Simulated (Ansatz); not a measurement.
A nudged elastic band was laid between two geometries of CH$_{9}$ClSi$_{2}$Sn (14 atoms, charge 0, multiplicity 1).

Theory: RHF/def2-SVP in Ansatz 0.2.0.

* movable images: 5
* climbing image: yes
* spring: 5.0 eV/Å²
* optimiser: quadratic models (default)
* start path: through a guess of the saddle point
* force threshold: 0.05 eV/Å
* iteration limit: 60
* end points: relaxed

First end point:

```xyz
14
Properties=species:S:1:pos:R:3
C -2.312 -0.213 -0.734
Si -1.001 -1.454 -0.184
Sn 0.891 -0.222 1.114
Si 2.437 1.373 -0.239
Cl -0.304 1.217 2.615
H -1.899 0.505 -1.446
H -2.693 0.341 0.125
H -3.149 -0.724 -1.215
H -0.394 -2.146 -1.350
H -1.579 -2.481 0.715
H 1.800 -1.244 2.142
H 3.271 0.573 -1.169
H 1.605 2.314 -1.026
H 3.315 2.131 0.680
```

Last end point:

```xyz
14
Properties=species:S:1:pos:R:3
C -2.727 -0.845 -0.070
Si -0.967 -0.922 -0.749
Sn 0.675 0.322 0.843
Si 2.990 1.043 -0.094
Cl -0.466 2.374 1.332
H -3.023 0.191 0.101
H -2.806 -1.383 0.877
H -3.429 -1.293 -0.777
H -0.878 -0.271 -2.079
H -0.505 -2.327 -0.893
H 0.830 -0.437 2.371
H 3.800 -0.167 -0.380
H 2.794 1.803 -1.350
H 3.697 1.884 0.897
```

(1) What changes between the two ends?

(2) What energy profile does the band end with?

(3) What is the geometry of the highest image?

The band took 9 iterations and about 5 core-minutes.

Answers

(1) No bond is made or broken. The dihedral H10–Si2–Sn3–Si4 goes from 170 to 76°.

(2) The run converged. The highest image is number 3 of 0 to 6, 1.2 kJ/mol above the first end and 1.6 kJ/mol above the last; the last end lies 0.4 kJ/mol below the first. A vibrational analysis at the climbing image gives no mode beyond 40i cm⁻¹: the surface is too flat there to confirm a saddle point.

```tsv
image	path coordinate (Å)	energy (kJ/mol)	dihedral H10–Si2–Sn3–Si4 (°)
0	0.00	0.0	170
1	0.89	0.4	154
2	1.78	1.0	138
3	2.67	1.2	122
4	3.56	0.8	107
5	4.46	0.0	92
6	5.35	-0.4	76
```

(3) 
```xyz
14
Properties=species:S:1:pos:R:3
C -2.624 -0.433 -0.382
Si -0.929 -1.256 -0.478
Sn 0.786 0.025 1.019
Si 2.769 1.188 -0.196
Cl -0.478 1.819 1.984
H -2.570 0.605 -0.712
H -3.002 -0.439 0.641
H -3.337 -0.962 -1.018
H -0.408 -1.243 -1.869
H -0.984 -2.667 -0.022
H 1.322 -0.875 2.372
H 3.643 0.154 -0.804
H 2.239 2.062 -1.267
H 3.560 1.993 0.762
```

Time of the run: 2.5 min on 2 threads of Arm Neoverse V2, on a shared host, peak memory 0.39 GiB.
